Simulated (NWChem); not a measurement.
A series in which one site is exchanged, each optimised at PBE0/def2-SVP with NWChem, gas phase unless a solvent is named. All stand in one matching conformer (torsions within 35°), which need not be the lowest. For some, no frequency run checked for a minimum. def2 effective core potentials on In, Sb; no spin-orbit coupling.

A: [OH][In]([Cl])[Cl] (InHOCl2; site = In)
B: [OH][Sc]([Cl])[Cl] (ScHOCl₂; site = Sc)
C: [Cl][Sb]([OH])[Cl] (SbHOCl$_{2}$; site = Sb)

```csv
quantity,A,B,C
"orbital gap (eV), PBE0/def2-SVP",[?],6.12,6.89
"static polarisability, PBE/def2-SVPD (bohr³)",[?],69.1,76.6
"lowest singlet excitation, PBE/def2-SVPD, TDA (eV)",[?],3.87,5.07
```

What belongs in the gaps?


- orbital gap (eV), PBE0/def2-SVP, A: 6.42
- static polarisability, PBE/def2-SVPD (bohr³), A: 71.2
- lowest singlet excitation, PBE/def2-SVPD, TDA (eV), A: 4.12
